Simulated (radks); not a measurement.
Results of a calculation; reference values are marked as such.
Ionisation of the rhenium ion Re+, [Xe] 4f14 5d5 6s1, to [Xe] 4f14 5d5 as the strength of local exchange is varied. Code: a radial shooting solver on a logarithmic mesh with Libxc functionals. Model: scalar-relativistic Kohn-Sham, Slater X-alpha exchange (alpha = 2/3 is LDA exchange), no correlation, spin-polarised, spherical densities, point nucleus; open shells are filled with parallel spins first (spin-orbit coupling, left out, can overturn this in heavy ions).

| alpha | E(Re+) (hartree) | exchange (hartree) | IE (eV) | -e of the level emptied (eV) | <r> of it (bohr) |
|---|---|---|---|---|---|
| 0.583 | -16635.3407 | -273.0371 | 16.066 | 12.439 (6s) | 2.871 |
| 0.667 | -16674.9305 | -313.1781 | 16.876 | 13.228 (6s) | 2.818 |
| 0.805 | -16740.1911 | -379.5593 | 18.242 | 14.573 (6s) | 2.735 |
| 0.817 | -16745.8789 | -385.3571 | 18.363 | 14.693 (6s) | 2.728 |
| 0.833 | -16753.4657 | -393.0939 | 18.524 | 14.853 (6s) | 2.719 |
| 0.998 | -16831.9192 | -473.3014 | 20.224 | 16.548 (6s) | 2.626 |

NIST Atomic Spectra Database: 16.6 +/- 0.5 eV (semi-empirical). The Delta-SCF value meets it near alpha = 0.64. Open shells are spherical and high-spin; term and fine-structure splittings are not resolved. Spin-orbit splitting is averaged out at the scalar-relativistic level.
